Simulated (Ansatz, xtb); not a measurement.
**CH4NSe−: which of two isomers lies lower**

Structure a: `CN[Se-]`, a singlet. Structure b: `C[Se][NH-]`, a singlet. Both are isolated ions in the gas phase, relaxed with r2SCAN-D4/def2-SVPD; the shapes shown needn't be the lowest conformers.

a (Å):

```xyz
7

C    -1.8023    0.8172    0.3472
N    -2.8813    1.1581   -0.5547
Se   -2.2322    1.5455   -2.3570
H    -2.2142    0.5346    1.3389
H    -1.1410   -0.0078   -0.0075
H    -1.1571    1.7000    0.4862
H    -3.4625    0.3312   -0.6828
```

b (Å):

```xyz
7

C    -2.7684    0.7735    0.6048
N    -0.5569    0.8555   -1.4868
Se   -2.1684    0.0496   -1.1758
H    -3.0386    1.8390    0.5245
H    -3.6437    0.1968    0.9552
H    -1.9399    0.6620    1.3222
H    -0.8154    1.7181   -1.9882
```

Q: Estimate E(b) − E(a) at the level CCSD(T)/def2-SVPD + ΔMP2/def2-TZVPPD.

A: Calculated at CCSD(T)/def2-SVPD + ΔMP2/def2-TZVPPD: E(b) − E(a) = +24.1 kcal/mol, so structure a lies lower.

How the difference moves with the method:

```json
{"level": "GFN2-xTB", "geometry": "GFN2-xTB", "E(b) − E(a) (kcal/mol)": "+38.2", "departure from the last row (kcal/mol)": "+14.2", "job, with rough time for the two": "optimisation, 0.088 s"}
{"level": "HF/STO-3G", "geometry": "GFN2-xTB", "E(b) − E(a) (kcal/mol)": "+58.0", "departure from the last row (kcal/mol)": "+33.9", "job, with rough time for the two": "single point, 0.28 s"}
{"level": "r2SCAN-D4/def2-SVPD//GFN2-xTB", "geometry": "GFN2-xTB", "E(b) − E(a) (kcal/mol)": "+30.9", "departure from the last row (kcal/mol)": "+6.8", "job, with rough time for the two": "single point, 3.8 s"}
{"level": "r2SCAN-D4/def2-SVPD", "geometry": "r2SCAN-D4/def2-SVPD", "E(b) − E(a) (kcal/mol)": "+29.1", "departure from the last row (kcal/mol)": "+5.0", "job, with rough time for the two": "optimisation, 40 s"}
{"level": "HF/def2-SVPD", "geometry": "r2SCAN-D4/def2-SVPD", "E(b) − E(a) (kcal/mol)": "+40.6", "departure from the last row (kcal/mol)": "+16.5", "job, with rough time for the two": "part of the CCSD(T) run"}
{"level": "MP2/def2-SVPD", "geometry": "r2SCAN-D4/def2-SVPD", "E(b) − E(a) (kcal/mol)": "+31.3", "departure from the last row (kcal/mol)": "+7.2", "job, with rough time for the two": "part of the CCSD(T) run"}
{"level": "CCSD(T)/def2-SVPD", "geometry": "r2SCAN-D4/def2-SVPD", "E(b) − E(a) (kcal/mol)": "+31.6", "departure from the last row (kcal/mol)": "+7.5", "job, with rough time for the two": "single point"}
{"level": "CCSD(T)/def2-SVPD + ΔMP2/def2-TZVPPD", "geometry": "r2SCAN-D4/def2-SVPD", "E(b) − E(a) (kcal/mol)": "+24.1", "departure from the last row (kcal/mol)": "", "job, with rough time for the two": "single point, 33 s"}
```

As drawn, b has 1 C–Se in place of 1 C–N.

The levels shown agree on the order. The largest departure from CCSD(T)/def2-SVPD + ΔMP2/def2-TZVPPD is that of HF/STO-3G, 33.9 kcal/mol. The last row adds to CCSD(T) the change of the MP2 difference between the two basis sets, here −7.5 kcal/mol, a large step that makes the value less sure.

With harmonic frequencies from r2SCAN-D4/def2-SVPD (ideal gas, rigid rotor, one conformer each, 298.15 K, 1 atm): on the last row, ΔE + ΔZPE = +21.4, ΔH = +21.8, ΔG = +20.9 kcal/mol.

The correlated steps freeze 11 core orbitals; the filled d shell of Se is correlated, in a basis made for valence electrons. Programs: Ansatz 0.2.0, xtb 6.7.1; the last row on 2 threads of Arm Neoverse V1 on a shared host.
